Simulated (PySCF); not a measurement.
## Where the electron goes

C7H13FO2.
Structure used (PBE0-D3(BJ)/def2-SVP), in Å, numbered top down from 1:
```
atom  x, y, z in Å
C1     3.1459   -0.0124   -0.7082
C2     1.9687    0.2543    0.1935
O3     0.7912   -0.1866   -0.4716
C4    -0.3626   -0.0643    0.2186
O5    -0.3905   -0.6961    1.4180
C6    -0.1596   -2.0896    1.3670
C7    -1.4074    0.6416   -0.2467
C8    -1.3416    1.4332   -1.5134
C9    -2.7047    0.6442    0.4889
F10   -3.7281    0.2053   -0.3332
H11    4.0761    0.3377   -0.2374
H12    3.0246    0.5079   -1.6696
H13    3.2431   -1.0890   -0.9127
H14    1.8728    1.3321    0.4192
H15    2.0779   -0.2714    1.1578
H16   -0.1829   -2.4562    2.4012
H17    0.8193   -2.3266    0.9193
H18   -0.9462   -2.5960    0.7819
H19   -1.5362    2.5027   -1.3208
H20   -2.1191    1.0903   -2.2141
H21   -0.3630    1.3347   -1.9990
H22   -2.6584   -0.0018    1.3772
H23   -2.9653    1.6699    0.8099
```

Level of theory: PySCF, TDDFT PBE0/def2-SVPD, vertical, gas phase, core orbitals frozen in the response.

Kohn–Sham orbitals with the atoms that hold most of them (Löwdin shares over 4%, at most four atoms; ? is withheld):

| orbital | ε (eV) | atoms |
| --- | --- | --- |
| HOMO-3 | -9.38 | F10 28%, C9 19%, C7 14%, C8 11% |
| HOMO-2 | -8.59 | O5 39%, O3 22%, C6 9%, H17 5% |
| HOMO-1 | -8.47 | ? |
| HOMO | -6.54 | C7 32%, C4 23%, O3 11%, O5 10% |
| LUMO | ? | ? |
| LUMO+1 | 0.50 | C6 15%, C4 11%, C7 9%, O5 8% |
| LUMO+2 | 1.09 | C1 17%, C9 9%, H11 9%, O5 9% |

Task: Give the leading atoms of the HOMO-1.

Result: O3 (bonded to 2 C) 35%; O5 (bonded to 2 C) 19%; C2 (bonded to C, O and 2 H) 12%; H15 (bonded to C) 6%. By element: oxygen 54%, carbon 12% or more, hydrogen 6% or more.

Task: Give the leading atoms of the LUMO.

Result: C4 (bonded to C and 2 O) 16%; C7 (bonded to 3 C) 14%; C9 (bonded to C, F and 2 H) 9%; C8 (bonded to C and 3 H) 6%.

Task: What is the LUMO energy, and the HOMO–LUMO gap?

Result: ε(LUMO) = 0.43 eV; the gap is 6.97 eV (0.2560 hartree).

Task: The HOMO–LUMO gap is 6.97 eV. Where does the response calculation put the lowest singlet, and from which orbitals?

Result: S1 is at 6.02 eV (f = 0.019), 0.95 eV below the gap, made of HOMO→LUMO (52%), HOMO→LUMO+1 (43%). 

Next come S2 at 6.44 eV (f 0.379), HOMO→LUMO+1 (52%), HOMO→LUMO (38%); S3 at 6.70 eV (f 0.0070), HOMO→LUMO+2 (84%); S4 at 6.91 eV (f 0.100), HOMO→LUMO+3 (82%); S5 at 6.98 eV (f 0.022), HOMO→LUMO+4 (93%).

One conformer stands for the species.
